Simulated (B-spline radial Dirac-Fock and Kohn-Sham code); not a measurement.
Z = 51 (antimony), transition energy 104 keV. Method: a Dirac-Hartree-Slater potential of the neutral atom with a Latter tail (no hole, which puts coefficients of high multipoles low close above an edge), finite nucleus with surface currents. Computed with a radial B-spline solver. Subshells that would emit electrons below 1 keV are left out.

Q: A pure transition shows α(K) = 0.146, L1/L2 = 8.44 and L1/L3 = 5.97. What is its multipolarity?
A. E2
B. M1
C. M4
D. E3
E. M3
F. M2
G. E4
H. E1

A: H. For comparison, α(K), L1/L2, L1/L3 are E2 1.03, 0.879, 0.750; E3 5.90, 0.149, 0.141; E4 32.7, 0.0394, 0.0392; M1 0.481, 14.5, 56.9; M2 4.43, 8.86, 7.04; M3 31.8, 5.86, 1.68; M4 220, 4.28, 0.746.
